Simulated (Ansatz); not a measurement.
Cost and result up the ladder for Pb3O2 (5 atoms). Total charge 0; singlet. Geometry: PBE-D4/def2-SVP.

```xyz
5

Pb   -0.431    1.405   -1.165
Pb   -0.222   -0.529    1.786
Pb    0.932   -1.252   -0.886
O    -1.288   -0.435   -0.194
O     1.009    0.811    0.460
```

Ansatz on 4 threads of Arm Neoverse V1 on a shared host. Times are rough, and most runs start from the orbitals of an earlier one. r2SCAN0-D4/def2-TZVP serves as the yardstick here, not as an exact answer. Differences are given only for rows in sets of like size (and for xTB, whose basis is part of the method), since another set adds its own error. Binding counts from free atoms at the same level (Pb triplet, O triplet; other spins of the atoms weren't run), without zero-point energy or a counterpoise term.

In the def2 sets Pb takes a core potential; there is no spin–orbit coupling. B3LYP takes the VWN-RPA correlation. Correlated methods freeze 14 core orbitals; core or outer-core shells of Pb are correlated, in sets that lack core-valence functions. The rows differ in basis, and correlated rows in double-zeta sets carry the largest basis error. The structure comes from a short search, and lower isomers may exist.

Correlated methods converge slowly with the basis, most of all in double-zeta sets.

```csv
level,functions,binding energy per atom (eV),difference from r2SCAN0-D4/def2-TZVP (eV),remarks
PBE-D4/def2-TZVPD,248,3.31,0.56,–
CCSD(T)/def2-SVP,106,2.60,–,"large T1 (0.024), restricted SCF unstable"
MP2/def2-TZVP,212,3.21,0.46,restricted SCF unstable
RPA@PBE/def2-TZVP,212,2.69,-0.06,–
B3LYP-D4/def2-TZVP,212,3.01,0.26,–
r2SCAN-D4/def2-TZVPD,248,3.07,0.32,–
PBE0-D4/def2-SVP,106,2.90,–,–
PBE0-D4/def2-TZVPD,248,2.95,0.20,–
PBE0-D4/def2-TZVP,212,2.94,0.19,–
PBE-D4/def2-TZVP,212,3.31,0.55,–
PBE-D4/def2-SVP,106,3.28,–,–
r2SCAN-D4/def2-TZVP,212,3.06,0.31,–
r2SCAN0-D4/def2-TZVP (with forces),212,2.75,0.00,–
```

Estimate how long each takes.

PBE-D4/def2-SVP 1.2 s; PBE0-D4/def2-SVP 2.1 s; PBE-D4/def2-TZVP 2.9 s; PBE-D4/def2-TZVPD 4.3 s; B3LYP-D4/def2-TZVP 4.6 s; PBE0-D4/def2-TZVP 5.5 s; r2SCAN-D4/def2-TZVP 6.5 s; PBE0-D4/def2-TZVPD 6.5 s; MP2/def2-TZVP 7 s; r2SCAN-D4/def2-TZVPD 9 s; RPA@PBE/def2-TZVP 9.5 s; r2SCAN0-D4/def2-TZVP (with forces) 11 s; CCSD(T)/def2-SVP 16 s. On shared hardware such times vary by a factor of up to 3.
